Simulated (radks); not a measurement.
All-electron atom: O4+ in [He] 2s2. Method: non-relativistic Kohn-Sham, LDA (Slater exchange, Perdew-Wang correlation), spin-unpolarised, spherical densities, point nucleus; computed with a radial shooting solver on a logarithmic mesh with Libxc functionals. Some entries of the table are withheld. Estimate them.

orbital  occ.  eigenvalue (hartree)  <1/r> (bohr^-1)  r(max) (bohr)
1s          2             -22.63804            7.603         0.1299
2s          2                   (1)            1.566            (2)
2p          0              -3.28027            1.497         0.6645
3s          0                   (3)              (4)          2.203
3d          0                   (5)           0.5610          1.768

Answer. 
(1) 2s eigenvalue (hartree): -3.75483
(2) 2s r(max) (bohr): 0.7851
(3) 3s eigenvalue (hartree): -1.31678
(4) 3s <1/r> (bohr^-1): 0.6157
(5) 3d eigenvalue (hartree): -1.08454
